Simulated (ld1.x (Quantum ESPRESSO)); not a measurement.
## Ru, RRKJ: configuration errors across variants

ld1.x (Quantum ESPRESSO) 7.5 input, shortened:

```
&input
   title='Ru', zed=44., rel=1, dft='PZ', iswitch=3,
   config='[Kr] 4d7 5s1 5p0'
 /
 &inputp
   pseudotype=2, tm=.false., lloc=-2, rcloc=1.00,
   nlcc=.false.
 /
3
4S  1  0   2.00   0.00  1.35  1.35  0.0
4P  2  1   6.00   0.00  1.95  1.95  0.0
4D  3  2   7.00   0.00  1.75  1.75  0.0
 &test
   configts(1)='4s2 4p6 4d7 5s1 5p0'
 /
```

Occupied shells without a wave of their own: 5s. They enter only through the test configuration that unscreens the potential.

All-electron excitation energies from the reference (eV): (1) 4s2 4p6 4d7 5s0 5p0 7.613; (2) 4s2 4p6 4d6 5s0 5p0 26.051; (3) 4s2 4p6 4d5 5s0 5p0 56.899; (4) 4s1 4p6 4d7 5s1 5p0 82.777; (5) 4s2 4p6 4d7.5 5s0.5 5p0 -0.281; (6) 4s2 4p6 4d4 5s0 5p0 101.612; (7) 4s2 4p6 4d6 5s1 5p0 10.322; (8) 4s2 4p6 4d7 5s1 5p0 spin -1.649; (9) 4s2 4p6 4d7 5s0 5p0 spin 6.365.

Spin tests fill each open shell by Hund’s rule, majority spin first.

For the base: The 5s level has no wave, so the channel is fitted at the deeper level alone: the likely source of the large errors.

3 further variants failed, have other tests or too few solved ones, and are left out.

A true bound ghost makes a file unfit for plane-wave use even where its test errors are small: the radial tests pick states by their node count and pass the ghost by.

The file “all radii scaled by about 1.18 (s 1.58, p 2.30, d 2.06 bohr); local potential all-electron potential smoothed inside 1.18 bohr (lloc = -2)” misses its own reference levels by 0.4 eV. The file “all radii scaled by about 1.26 (s 1.70, p 2.46, d 2.20 bohr); local potential all-electron potential smoothed inside 1.26 bohr (lloc = -2)” misses its own reference levels by 0.4 eV. The file “all radii scaled by about 1.30 (s 1.76, p 2.52, d 2.26 bohr); local potential all-electron potential smoothed inside 1.30 bohr (lloc = -2)” misses its own reference levels by 0.4 eV. The file “all radii scaled by about 1.36 (s 1.84, p 2.66, d 2.38 bohr); local potential all-electron potential smoothed inside 1.36 bohr (lloc = -2)” misses its own reference levels by 0.4 eV.

Errors AE − PS in meV (a dash: test not solved or not reliable):

```tsv
change	(1)	(2)	(3)	(4)	(5)	(6)	(7)	(8)	(9)	bound ghosts
base	-190	-290	-398	-22	-64	-483	+1.1	+97	-100	none
all radii scaled by about 1.10 (s 1.48, p 2.14, d 1.92 bohr); local potential all-electron potential smoothed inside 1.10 bohr (lloc = -2)	-343	-524	-730	-89	-116	-917	+0.7	+104	-249	none
all radii scaled by about 1.18 (s 1.58, p 2.30, d 2.06 bohr); local potential all-electron potential smoothed inside 1.18 bohr (lloc = -2)	-487	-745	-1042	-377	-165	-1348	-0.4	+106	-397	d
all radii scaled by about 1.26 (s 1.70, p 2.46, d 2.20 bohr); local potential all-electron potential smoothed inside 1.26 bohr (lloc = -2)	-592	-910	-1268	-385	-200	-1576	+0.3	+114	-490	none
all radii scaled by about 1.30 (s 1.76, p 2.52, d 2.26 bohr); local potential all-electron potential smoothed inside 1.30 bohr (lloc = -2)	-598	-924	-1295	-514	-202	-1623	+0.4	+113	-497	none
all radii scaled by about 1.36 (s 1.84, p 2.66, d 2.38 bohr); local potential all-electron potential smoothed inside 1.36 bohr (lloc = -2)	-501	-779	-1029	-446	-166	-1070	+9.0	+101	-405	none
```

(1) Give the same row for: all radii scaled by about 1.03 (s 1.40, p 2.02, d 1.80 bohr); local potential all-electron potential smoothed inside 1.04 bohr (lloc = -2).

Results:

(1) -258, -394, -545, -43, -87, -675, +1.0, +101, -166; bound ghosts: none.
